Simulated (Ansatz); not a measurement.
Reaction (redistribution): `BN([SiH3])[SiH2]F` + `C[O][AlH][NH2]` → `B[O][AlH][NH2]` + `CN([SiH3])[SiH2]F`

Calculated with Ansatz (gas phase, PBE0-D4/def2-TZVP geometries, no zero-point term in ΔE). CCSD(T)/CBS is the MP2 limit (def2-TZVPP, def2-QZVPP) plus CCSD(T) − MP2 in def2-TZVPP, frozen cores. This one scheme is used for every species. Functionals use def2-TZVPP. One conformer a species, not always the lowest.

`BN([SiH3])[SiH2]F`:

Z-matrix (Å, degrees):
```
Si
N 1 1.761
H 1 1.483 2 110.0
H 1 1.485 2 107.6 3 -119.5
H 1 1.482 2 110.1 3 121.0
Si 2 1.732 1 121.8 3 118.9
B 2 1.414 1 117.3 3 -62.2
F 6 1.598 2 109.5 1 72.0
H 6 1.476 2 109.3 1 -169.4
H 6 1.480 2 109.9 1 -44.6
H 7 1.197 2 120.3 1 -179.0
H 7 1.201 2 119.1 1 1.3
```

`C[O][AlH][NH2]`:

```xyz
10

C     1.154   -0.220   -1.580
O     0.265   -0.451   -0.530
Al   -0.384    0.496    0.706
N    -1.505   -0.284    1.817
H     0.669   -0.425   -2.541
H     1.523    0.814   -1.603
H     2.022   -0.883   -1.495
H    -0.002    2.020    0.865
H    -1.952    0.182    2.589
H    -1.789   -1.248    1.772
```

`B[O][AlH][NH2]`:

```xyz
9

B    -0.001    0.338   -2.144
O    -0.144   -0.106   -0.898
Al   -0.330   -0.686    0.675
N     0.333    0.270    1.994
H    -0.845    1.051   -2.626
H     0.973    0.024   -2.782
H    -1.079   -2.044    0.919
H     0.821    1.144    1.896
H     0.272    0.008    2.965
```

`CN([SiH3])[SiH2]F`:

Cartesian coordinates in Å:
```
C 0.591 0.366 -1.347
N 0.092 0.006 -0.019
Si -0.541 -1.600 0.143
Si 0.008 1.209 1.187
F -1.246 2.189 0.998
H 1.168 1.294 -1.305
H -0.223 0.511 -2.065
H 1.254 -0.413 -1.737
H 0.518 -2.590 -0.195
H -1.678 -1.827 -0.791
H -0.997 -1.783 1.542
H -0.148 0.560 2.506
H 1.204 2.078 1.083
```

```csv
species,PBE0 energy (Eh)
`BN([SiH3])[SiH2]F`,-762.41609
`C[O][AlH][NH2]`,-413.96581
`B[O][AlH][NH2]`,-400.15555
`CN([SiH3])[SiH2]F`,-776.24278
```

Task: Work out ΔE.

Result: ΔE = (-400.15555) + (-776.24278) − (-762.41609) − (-413.96581) = -0.01643 Eh = -43.1 kJ/mol. CCSD(T)/CBS gives -44.4 kJ/mol.

Largest T1 diagnostic among the species: 0.013.
